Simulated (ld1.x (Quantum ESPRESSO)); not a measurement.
## Logarithmic derivatives: Ce (Z = 58), ultrasoft

cerium (Ce), ultrasoft, made with ld1.x (Quantum ESPRESSO) 7.5 (Wu–Cohen, scalar-relativistic). Core [Kr] 4d10, reference 4f1 5s2 5p6 5d1 6s0 6p0 (charge +2). Waves: 5s (bound): rcut 1.90, rcutus 2.00 bohr; 6s (bound, empty): rcut 1.90, rcutus 2.00 bohr; 5p (bound): rcut 2.85, rcutus 3.30 bohr; 6p (bound, empty): rcut 2.85, rcutus 3.30 bohr; 5d (bound): rcut 3.35, rcutus 4.05 bohr; 5d channel at 3.75 Ry: rcut 3.35, rcutus 4.05 bohr; 4f (bound): rcut 1.50, rcutus 1.80 bohr; 4f channel at -0.05 Ry: rcut 1.50, rcutus 1.80 bohr. Local part: all-electron potential smoothed inside 2.00 bohr (lloc = -1). Core correction: Bessel-smoothed model core, default radius (core density twice the valence density). Augmentation charge: PSQ, radius 1.35 bohr.

The phase is arctan(r·u′/u) with u = r·R(r), unwrapped; energies in Ry, scanned from -6 to 5 Ry. A pole is an energy at which the radial function vanishes at the test radius. The pseudo phase is shifted by a multiple of π to meet the all-electron one at the reference energy, and phase errors are pseudo minus all-electron; the curves can meet again beyond the range given. Levels narrower than the energy grid can be missing from the lists of poles. n/a: not evaluated, since a narrow level or a reset projector energy made the automatic matching unsafe.

**Question.** For each channel, where are the poles, and over which energies does the pseudopotential scatter like the atom?

**Answer.**

```json
{"channel": "s", "radius (bohr)": "4.41", "reference energy (Ry)": "-1.00", "poles, all-electron": "-0.51, 2.66", "poles, pseudo": "-0.51, 2.46, 3.81", "unbroken range about the reference energy with phases within 0.05 rad": "n/a", "phase error 1 Ry above the reference energy (rad)": "n/a"}
{"channel": "p", "radius (bohr)": "4.41", "reference energy (Ry)": "-0.73", "poles, all-electron": "-2.63, 0.10, 3.44", "poles, pseudo": "-2.63, 0.07, 2.00", "unbroken range about the reference energy with phases within 0.05 rad": "below 0.6", "phase error 1 Ry above the reference energy (rad)": "-0.015"}
{"channel": "d", "radius (bohr)": "4.41", "reference energy (Ry)": "-1.09", "poles, all-electron": "-0.99, 1.27, 4.83", "poles, pseudo": "-1.00, 0.60, 4.64", "unbroken range about the reference energy with phases within 0.05 rad": "-1.1 to -0.9", "phase error 1 Ry above the reference energy (rad)": "-1.891"}
{"channel": "f", "radius (bohr)": "4.41", "reference energy (Ry)": "-1.34", "poles, all-electron": "-1.33, 0.58, 3.08", "poles, pseudo": "-1.33, 0.58, 3.09", "unbroken range about the reference energy with phases within 0.05 rad": "below 4.5", "phase error 1 Ry above the reference energy (rad)": "+0.000"}
```

Phases in the f channel:

```csv
E (Ry),all-electron,pseudo
-6.00,1.474,1.474
-5.48,1.470,1.470
-4.96,1.464,1.464
-4.44,1.457,1.457
-3.92,1.449,1.449
-3.40,1.439,1.439
-2.88,1.425,1.425
-2.36,1.407,1.407
-1.84,1.378,1.378
-1.32,-1.741,-1.741
-0.80,-1.913,-1.913
-0.28,-2.562,-2.562
0.24,-4.525,-4.525
0.76,-4.776,-4.776
1.28,-5.016,-5.016
1.80,-7.135,-7.128
2.32,-7.716,-7.714
2.84,-7.823,-7.822
3.36,-7.887,-7.885
3.88,-7.959,-7.955
4.40,-8.144,-8.118
4.92,-10.299,-10.072
```
